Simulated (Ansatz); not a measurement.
Basis-set extrapolation for C₃H₆AlF, SMILES `C=C[CH2][AlH][F]` (PBE0-D4/def2-TZVP geometry, frozen core, Ansatz). Multiplicity 1, RHF reference.

```json
{"": "HF", "def2-TZVPP": "-458.601441", "def2-QZVPP": "-458.619033"}
{"": "MP2 correlation", "def2-TZVPP": "-0.834222", "def2-QZVPP": "-0.896476"}
{"": "CCSD(T) correlation", "def2-TZVPP": "-0.902572", "def2-QZVPP": "not run"}
```

Energies in hartree. Use E(X) = E(∞) + A·exp(−7.88·√X) for Hartree–Fock and E(X) = E(∞) + B·X^(−2.97) for correlation, with X = 3 and 4, and add CCSD(T) minus MP2 of the smaller set to the MP2 limit.

Q: What is the CCSD(T) energy at the basis-set limit?

A: HF limit: -458.619033 + (-0.017592) × 0.13774 = -458.62146. MP2 limit: -0.896476 + (-0.062254) × 0.74074 = -0.94259. Higher-order term: -0.902572 − (-0.834222) = -0.06835. Total: -459.63240 hartree, 337.1 kJ/mol below CCSD(T)/def2-TZVPP.
